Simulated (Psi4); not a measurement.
H4Al2O5 (SMILES [OH][Al]([OH])[O][Al]([OH])[OH]), singlet, at a GFN2-xTB geometry (such geometries of metal compounds can be far from the true shape), atoms displaced at random by about 0.03 Å a coordinate; HF/STO-3G, gradient run with Psi4.

The Psi4 input:
```
memory 2 GB

molecule {
0 1
Al   -1.41609172   -0.71300235   -0.21210624
O    -2.85107070    0.07067018   -0.48538789
O    -1.61386668   -2.38383192    0.02445085
O    -0.01467151    0.00163067    0.04608213
Al    1.48257408    0.76947364    0.19878996
O     2.89576574   -0.02757245   -0.03647200
O     1.53411126    2.42924736    0.53848349
H    -3.26253716    0.88769836   -0.59391020
H    -1.14539612   -3.21362956    0.10707099
H     3.26795175   -0.88892101   -0.20205142
H     1.06883911    3.18350830    0.65994905
symmetry c1
no_reorient
no_com
}

set {
  basis sto-3g
}

gradient('scf')
print_variables()
```

Task: Predict the main parts of the log of this Psi4 run.

Result: 
```
gradient() will perform analytic gradient computation.

   => Loading Basis Set <=

    Name: STO-3G
    Role: ORBITAL
    Keyword: BASIS

         ---------------------------------------------------------
                                   SCF
               by Justin Turney, Rob Parrish, Andy Simmonett
                          and Daniel G. A. Smith
                              RHF Reference
         ---------------------------------------------------------

  ==> Geometry <==

    Molecular point group: c1
    Full point group: C1

    Geometry (in Angstrom), charge = 0, multiplicity = 1:

       Center              X                  Y                   Z               Mass
    ------------   -----------------  -----------------  -----------------  -----------------
         AL          -1.416091720000    -0.713002350000    -0.212106240000    26.981538530000
         O           -2.851070700000     0.070670180000    -0.485387890000    15.994914619570
         O           -1.613866680000    -2.383831920000     0.024450850000    15.994914619570
         O           -0.014671510000     0.001630670000     0.046082130000    15.994914619570
         AL           1.482574080000     0.769473640000     0.198789960000    26.981538530000
         O            2.895765740000    -0.027572450000    -0.036472000000    15.994914619570
         O            1.534111260000     2.429247360000     0.538483490000    15.994914619570
         H           -3.262537160000     0.887698360000    -0.593910200000     1.007825032230
         H           -1.145396120000    -3.213629560000     0.107070990000     1.007825032230
         H            3.267951750000    -0.888921010000    -0.202051420000     1.007825032230
         H            1.068839110000     3.183508300000     0.659949050000     1.007825032230

  Running in c1 symmetry.

  Rotational constants: A =      0.11193  B =      0.02884  C =      0.02328 [cm^-1]
  Rotational constants: A =   3355.60452  B =    864.47761  C =    697.85023 [MHz]
  Nuclear repulsion =  422.821984281278162

  Charge       = 0
  Multiplicity = 1
  Electrons    = 70
  Nalpha       = 35
  Nbeta        = 35

  ==> Algorithm <==

  SCF Algorithm Type is DF.
  DIIS enabled.
  MOM disabled.
  Fractional occupation disabled.
  Guess Type is SAD.
  Energy threshold   = 1.00e-08
  Density threshold  = 1.00e-08
  Integral threshold = 1.00e-12

  ==> Primary Basis <==

  Basis Set: STO-3G
    Blend: STO-3G
    Number of shells: 29
[...]
  @DF-RHF Final Energy:  -849.71855464483133
    Total Energy =                       -849.7185546448313289
[...]
         O            2.895765740000    -0.027572450000    -0.036472000000    15.994914619570
         O            1.534111260000     2.429247360000     0.538483490000    15.994914619570
         H           -3.262537160000     0.887698360000    -0.593910200000     1.007825032230
         H           -1.145396120000    -3.213629560000     0.107070990000     1.007825032230
         H            3.267951750000    -0.888921010000    -0.202051420000     1.007825032230
         H            1.068839110000     3.183508300000     0.659949050000     1.007825032230

  Nuclear repulsion =  422.821984281278162

  ==> Basis Set <==

  Basis Set: STO-3G
    Blend: STO-3G
    Number of shells: 29
    Number of basis functions: 47
    Number of Cartesian functions: 47
    Spherical Harmonics?: true
    Max angular momentum: 1

  ==> DFJKGrad: Density-Fitted SCF Gradients <==

    Gradient:                    1
    J tasked:                  Yes
    K tasked:                  Yes
    wK tasked:                  No
    Integrals threads:           1
    Schwarz Cutoff:          1E-12
    Fitting Condition:       1E-10

   => Auxiliary Basis Set <=

  Basis Set: (STO-3G AUX)
    Blend: DEF2-UNIVERSAL-JKFIT
    Number of shells: 225
    Number of basis functions: 713
    Number of Cartesian functions: 855
    Spherical Harmonics?: true
    Max angular momentum: 4

  -Total Gradient:
     Atom            X                  Y                   Z
    ------   -----------------  -----------------  -----------------
       1        0.027244140916     0.035781351335    -0.008932654563
       2       -0.042172907227     0.099580106595    -0.010304053894
       3        0.038214159627    -0.063681904943     0.009129650824
       4       -0.056576233730    -0.029340070565    -0.003556531701
       5        0.052361043825    -0.017723858758    -0.000493958244
       6        0.003600223930    -0.051042925961    -0.009243701186
       7       -0.096700270972     0.155843428908     0.025525736547
       8        0.010801312434    -0.068511869109     0.005964595463
       9       -0.029366381608     0.001070267158     0.001854800319
      10        0.012229997485     0.023165517696     0.002473366588
      11        0.080364915316    -0.085140042356    -0.012417250154

  Variable Map:
  ----------------------------------------------------------------------------
[...]
  Array Variable Map:
  ----------------------------------------------------------------------------
[...]
[...]
```
